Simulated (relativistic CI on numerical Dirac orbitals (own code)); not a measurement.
**Radial parameters of Ho XLIV**

Computed by Dirac-Coulomb-Breit CI, separate exchange-only KLI orbitals for each configuration, model QED (radiative potential, 1s self-energy scaled to tabulated hydrogen-like ionisation energies), unscaled Slater integrals (own radial code, finite nucleus).

Slater integrals F^k, G^k are unscaled and averaged over j, outside the closed core [Ne]; ζ comes from projecting the Hamiltonian with its Breit term on Σ l·s of the shell.

- 3s2 3p6 3d6: F^2(3d,3d) = 525070, F^4(3d,3d) = 338870, ζ(3d) = 140100 cm⁻¹; <r>(3d) = 0.1942, <r^2>(3d) = 0.04379 (bohr units).
- 3s2 3p5 3d7: ζ(3p) = 1.0594e+06, F^2(3d,3d) = 524200, F^4(3d,3d) = 338280, F^2(3p,3d) = 456310, G^1(3p,3d) = 489110, G^3(3p,3d) = 325560, ζ(3d) = 138840 cm⁻¹; <r>(3p) = 0.2169, <r^2>(3p) = 0.05445, <r>(3d) = 0.1945, <r^2>(3d) = 0.04392 (bohr units).
- 3s2 3p4 3d8: F^2(3p,3p) = 453250, ζ(3p) = 1.0586e+06, F^2(3d,3d) = 523310, F^4(3d,3d) = 337680, F^2(3p,3d) = 455890, G^1(3p,3d) = 489100, G^3(3p,3d) = 325420, ζ(3d) = 137580 cm⁻¹; <r>(3p) = 0.2171, <r^2>(3p) = 0.05455, <r>(3d) = 0.1948, <r^2>(3d) = 0.04405 (bohr units).

(1) Give the Racah parameters of the d shell in 3s2 3p6 3d6.

Averages of the first 10 configurations, taken without configuration mixing, which lowers the lowest level and can move excited configurations by several eV; other configurations of the list can lie among them:

```json
{"Configuration": "3s2 3p6 3d6", "Parity": "even", "States": "210", "Average energy above the lowest level (eV)": "80.0"}
{"Configuration": "3s2 3p5 3d7", "Parity": "odd", "States": "720", "Average energy above the lowest level (eV)": "472.5"}
{"Configuration": "3s2 3p4 3d8", "Parity": "even", "States": "675", "Average energy above the lowest level (eV)": "872.2"}
{"Configuration": "3s 3p6 3d7", "Parity": "even", "States": "240", "Average energy above the lowest level (eV)": "802.3"}
{"Configuration": "3p6 3d8", "Parity": "even", "States": "45", "Average energy above the lowest level (eV)": "1534.5"}
{"Configuration": "3s 3p5 3d8", "Parity": "odd", "States": "540", "Average energy above the lowest level (eV)": "1193.4"}
{"Configuration": "3s2 3p6 3d5 4s", "Parity": "even", "States": "504", "Average energy above the lowest level (eV)": "1464.6"}
{"Configuration": "3s2 3p6 3d5 4p", "Parity": "odd", "States": "1512", "Average energy above the lowest level (eV)": "1588.6"}
{"Configuration": "3s2 3p4 3d7 4s", "Parity": "even", "States": "3600", "Average energy above the lowest level (eV)": "2239.5"}
{"Configuration": "3s2 3p6 3d5 4d", "Parity": "even", "States": "2520", "Average energy above the lowest level (eV)": "1737.8"}
```

Results:

(1) B = F²/49 − 5F⁴/441 = 6874 cm⁻¹ and C = 35F⁴/441 = 26895 cm⁻¹.
